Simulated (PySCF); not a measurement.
Compound: C₂HBCl₂.
Numbering: `[CH:1]#[C:2][B:3]([Cl:4])[Cl:5]` (hydrogens: H6 on C1)

Cartesian coordinates in Å at the PBE0-D3(BJ)/def2-SVP level; atoms count from 1:
```
atom  x, y, z in Å
C1     1.6440   -0.3618   -0.0461
C2     0.4561   -0.0981   -0.0185
B3    -1.0227    0.2256    0.0175
Cl4   -2.1692   -0.9493    0.6138
Cl5   -1.5965    1.7795   -0.5373
H6     2.6946   -0.5919   -0.0725
```

All values: B3LYP/def2-SVPD (PySCF, non-relativistic), on one gas-phase PBE0-D3(BJ)/def2-SVP geometry that isn't relaxed in the solvent. The solvent is an IEF-PCM continuum (Bondi radii, 1.10 Å for H, scaled by 1.2), and excitations are vertical TDDFT with non-equilibrium linear response and a frozen core. Only the electrostatic response of the medium enters.

Gas-phase singlets (H = HOMO, L = LUMO):

```tsv
state	E (eV)	λ (nm)	f	leading configurations
S1	4.374	283	0.000	H→L 98%
S2	5.319	233	0.000	H-2→L 98%
S3	5.369	231	0.105	H-1→L 82%, H→L+1 16%
S4	5.647	220	0.000	H-4→L 100%
S5	6.160	201	0.105	H-3→L 96%
```

Give the list for benzene (ε = 2.271), n² = 2.25.

```csv
state,E (eV),λ (nm),f,leading configurations,change by rank (eV)
S1,4.373,283,0.000,H→L 98%,-0.001
S2,5.305,234,0.153,"H-1→L 85%, H→L+1 13%",-0.014
S3,5.371,231,0.000,H-2→L 98%,+0.002
S4,5.696,218,0.000,H-4→L 100%,+0.049
S5,6.142,202,0.144,H-3→L 97%,-0.018
```

What are the lowest 5 singlets in tetrahydrofuran (ε = 7.426)?

```
state  E (eV)  λ (nm)      f  leading configurations  change by rank (eV)
   S1   4.382     283  0.000                 H→L 98%               +0.008
   S2   5.317     233  0.146    H-1→L 85%, H→L+1 13%               -0.002
   S3   5.414     229  0.000               H-2→L 98%               +0.045
   S4   5.738     216  0.000              H-4→L 100%               +0.091
   S5   6.185     200  0.139               H-3→L 97%               +0.025
```

How do the frontier levels move from gas to tetrahydrofuran?

```csv
orbital,gas (eV),solvent (eV),change (eV)
LUMO+2,0.02,0.02,0.00
LUMO+1,-0.37,-0.28,+0.09
LUMO,-2.61,-2.56,+0.05
HOMO,-8.37,-8.34,+0.03
HOMO-1,-8.73,-8.67,+0.06
HOMO-2,-9.18,-9.21,-0.03
HOMO-3,-9.42,-9.45,-0.03
```

The HOMO–LUMO gap goes from 5.76 to 5.78 eV.
